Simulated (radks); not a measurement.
Species: F1.5+. Configuration: [He] 2s2 2p(up 2, down 1.5) (fractional occupations, a model configuration).

Method: scalar-relativistic Kohn-Sham, BLYP, spin-polarised, spherical densities, point nucleus; computed with a radial shooting solver on a logarithmic mesh with Libxc functionals.

Energy parts (hartree):
| part | energy |
|---|---|
| total | -98.51850 |
| kinetic | 98.48850 |
| electron-nucleus | -228.28830 |
| Hartree | 40.79013 |
| exchange-correlation | -9.50883 |

Orbitals (lengths in bohr, moments of r in powers of bohr; r(max) is where P^2 peaks; r(90%) holds 90 % of the orbital's charge):
orbital  occ.  eigenvalue (hartree)  r(max)  <1/r>  r(90%)
1s up       1             -25.63637  0.1143  8.631   0.316
1s down     1             -25.62038  0.1143  8.635   0.315
2s up       1              -2.12093  0.7419  1.555    1.49
2s down     1              -2.08148  0.7440  1.546    1.50
2p up       2              -1.42568  0.6616  1.432    1.58
2p down   1.5              -1.38552  0.6651  1.422    1.60

The highest occupied level is 2p down at -37.702 eV. The density falls to 0.001 e/bohr^3 at r = 2.61 bohr.
